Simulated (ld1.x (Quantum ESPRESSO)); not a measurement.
# Pseudopotential generation for Mn: ultrasoft, PBEsol, scalar-relativistic.

```
Element                 : Mn
Generator               : ld1.x (Quantum ESPRESSO) 7.5
Type                    : ultrasoft
Functional              : PBEsol
Relativity              : scalar-relativistic
Frozen core             : [Ar]
Valence charge          : 7
Reference configuration : 3d6 4s1 4p0
Partial waves           : 4s (bound): rcut 2.00, rcutus 2.65 bohr; 4s channel at 0.5 Ry: rcut 2.00, rcutus 2.65 bohr; 4p (bound, empty): rcut 2.85, rcutus 3.30 bohr; 4p channel at 2.1 Ry: rcut 2.85, rcutus 3.30 bohr; 3d (bound): rcut 1.10, rcutus 1.20 bohr; 3d channel at 1.05 Ry: rcut 1.10, rcutus 1.20 bohr
Local potential         : all-electron potential smoothed inside 1.45 bohr (lloc = -1)
Core correction         : Bessel-smoothed model core, default radius (core density twice the valence density)
Augmentation charge     : PSQ, inside the norm-conserving radii
```

All-electron outer shells of the reference configuration (PBEsol, scalar-relativistic, ld1.x):

```
shell  level (eV)  outermost node (bohr)  outermost maximum (bohr)
   3s      -81.38                   0.34                      0.74
   3p      -50.36                   0.31                      0.75
   4s       -4.14                   1.06                      2.63
   3d       -3.39                      –                      0.77
   4p       -0.89                   1.18                      3.79
```

**Question.** Does the generator finish with these settings?

**Answer.** Yes, a potential is produced and its reference levels are reproduced.

**Question.** Estimate the cutoffs (Ry, on a coarse ladder) from which the occupation-weighted sum of valence levels, in a spherical-Bessel basis at the reference potential, stays within 10 and 1 mRy of its value at 400 Ry.

**Answer.** 70 Ry and 120 Ry.

**Question.** Does the potential have ghost states?

**Answer.** Ghost state, extra bound levels that the all-electron valence spectrum of the same l lacks: s at -30.4 eV. A true bound ghost makes a file unfit for plane-wave use.

**Question.** Is the overlap operator S = 1 + Σ q|β⟩⟨β| positive definite (Bessel basis up to 400 Ry)?

**Answer.** Yes: its lowest eigenvalue is 0.25 (s channel).

**Question.** Which valence shell sets the plane-wave cutoff?

**Answer.** 3d: its level needs 80 Ry to come within 1 mRy, against 6 Ry for 4s.

**Question.** Tests: 3d5 4s2 4p0; 3d5 4s1 4p0; 3d5 4s0 4p0; 3d4 4s0 4p0; 3d5 4s0 4p1; 3d6 4s0 4p0; 3d5 4s1.5 4p0. Which has the largest error in its energy relative to the reference configuration, and how large is it?

**Answer.** 3d4 4s0 4p0, with -788 meV (all-electron minus pseudo) on +56.79 eV.
